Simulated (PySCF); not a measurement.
Simulated characterisation data

PySCF calculation with shielding tensors at PBE0/pcSseg-1 (GIAO) and GFN2-xTB structure; one averaged value for each set of equivalent atoms, no relativistic terms, no solvent, one computed conformer.

Referencing at the same level of theory: 1H (σref 31.72) and 13C (σref 186.93) against TMS. Splittings of carbon signals by F and P are missing where no couplings were computed. Where no couplings were computed, multiplicities follow the n + 1 count of equivalent neighbours, and m marks all less simple cases (inequivalent or close neighbours, rings, F or P nearby). Shifts are as computed. Against solution values, carbons near 30 ppm lie about +3 ppm off and those near 130 ppm about +5 ppm. Of 1309 compounds with measured shifts, 239 miss one by over three times the rms of a fit or turn the order of signals round; such compounds aren't used in these exercises. OH and NH positions are gas-phase values without hydrogen bonding to other molecules.

**1.** `N#CC[Si](N)(C#N)C#N`, C4H4N4Si. 1H NMR (600 MHz, computed): δ 2.05 (s, 2H), 1.83 (br s, 2H). 13C{1H} NMR (computed): δ 122.1 (C), 118.5 (C), 4.1 (CH2).

**2.** `C(C)#C[SiH2]C#C[SiH2]F`, C5H7FSi2. 1H NMR (600 MHz, computed): δ 5.15 (m, 2H), 4.79 (s, 2H), 2.10 (s, 3H). 13C{1H} NMR (computed): δ 117.1 (C), 115.0 (C), 114.0 (C), 78.1 (C), 6.2 (CH3).
